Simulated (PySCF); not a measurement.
A calculated (revPBE, PySCF 2.14, ANO-RCC-VTZP, the spin-free X2C one-electron Hamiltonian (Gaussian nucleus)) atom or ion has these occupied shells.

| shell | electrons | orbital energy (eV) | rms radius, mean of both spins (bohr) |
| --- | --- | --- | --- |
| 1s β | 1 | -73622.7 | 0.0200 |
| 1s α | 1 | -73622.7 | 0.0200 |
| 2s α | 1 | -12840.6 | 0.0810 |
| 2s β | 1 | -12840.4 | 0.0810 |
| 2p α | 3 | -11227.8 | 0.0738 |
| 2p β | 3 | -11227.6 | 0.0738 |
| 3s α | 1 | -3005.0 | 0.207 |
| 3s β | 1 | -3005.0 | 0.207 |
| 3p α | 3 | -2528.6 | 0.209 |
| 3p β | 3 | -2528.6 | 0.209 |
| 3d α | 5 | -1976.5 | 0.191 |
| 3d β | 5 | -1976.3 | 0.191 |
| 4s α | 1 | -649.89 | 0.459 |
| 4s β | 1 | -649.63 | 0.459 |
| 4p α | 3 | -492.67 | 0.489 |
| 4p β | 3 | -492.43 | 0.489 |
| 4d α | 5 | -292.34 | 0.526 |
| 4d β | 5 | -292.07 | 0.526 |
| 5s α | 1 | -112.36 | 1.07 |
| 5s β | 1 | -109.92 | 1.07 |
| 5p α | 3 | -72.367 | 1.24 |
| 4f α | 7 | -72.195 | 0.618 |
| 4f β | 7 | -71.703 | 0.618 |
| 5p β | 3 | -69.271 | 1.24 |
| 5d α | 5 | -26.472 | 1.76 |
| 6s β | 1 | -21.094 | 2.85 |

Question: Name the element and its charge.

Answer: Os(2+) (osmium, charge +2), in [Xe] 4f14 5d5 6s1, 6s spin antiparallel (an excited configuration).
